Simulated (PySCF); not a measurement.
How methods differ on the ionisation energy of O⁺

O⁺ [He] 2s2 2p3 (4S) → O²⁺ [He] 2s2 2p2 (3P), as a difference of total energies. All numbers are calculated (PySCF 2.14, the spin-free X2C one-electron Hamiltonian (Gaussian nucleus), in dyall-acv3z (15s9p4d2f, 76 functions)). Correlated levels: valence and next inner shell: nothing frozen; virtual orbitals above 40 to 60 times the deepest correlated orbital energy dropped. The calculations carry no spin-orbit coupling.

```
                                method  ionisation energy (eV)
                                   UHF                  34.568
    MP2 (valence and next inner shell)                  35.231
SCS-MP2 (valence and next inner shell)                  34.960
   CCSD (valence and next inner shell)                  35.056
CCSD(T) (valence and next inner shell)                  35.064
```

Problem. How much does correlation contribute at CCSD(T) (valence and next inner shell)?

Solution. 35.064 − (34.568) = 0.496 eV, measured against UHF.

A first-order spin-orbit estimate (lowest level to lowest level, LS coupling) adds -0.027 eV.

Errors of the correlated levels include the incompleteness of this basis.

For comparison: 35.121 eV (measured; NIST Atomic Spectra Database, ionization energies).
